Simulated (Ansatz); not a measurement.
CH$_{4}$BCl$_{3}$O, SMILES `C[OH+][B-](Cl)(Cl)Cl` from Hartree–Fock to CCSD(T)

Z-matrix (Å, degrees):
```
C
O 1 1.446
H 1 1.089 2 109.9
H 1 1.086 2 105.7 3 -119.4
H 1 1.088 2 107.5 3 122.3
B 2 1.610 1 120.1 3 65.1
H 2 0.968 1 112.3 3 -62.7
Cl 6 1.816 2 101.4 1 -171.6
Cl 6 1.822 2 106.5 1 -53.1
Cl 6 1.805 2 105.0 1 68.0
```

Total charge 0; spin multiplicity 1. The geometry is a stationary point of PBE0-D4/def2-TZVP. It is one conformer, not always the lowest. Frozen core, restricted reference, Ansatz. CBS rows extrapolate triple and quadruple zeta; past MP2 they add the triple-zeta difference.

| basis | HF (Eh) | MP2 corr. |
| --- | --- | --- |
| def2-SVP | -1517.82906 | -0.82874 |
| def2-TZVPP | -1518.45632 | -1.10346 |
| def2-QZVPP | -1518.50051 | -1.20108 |

**Question.** Estimate the CCSD correlation energy and the (T) correction in each basis where they were run (hartree).

**Answer.** 
| basis | CCSD corr. | (T) |
| --- | --- | --- |
| def2-SVP | -0.88505 | -0.02151 |
| def2-TZVPP | -1.16243 | -0.04887 |
| CBS(def2) | -1.33237 | as TZ |
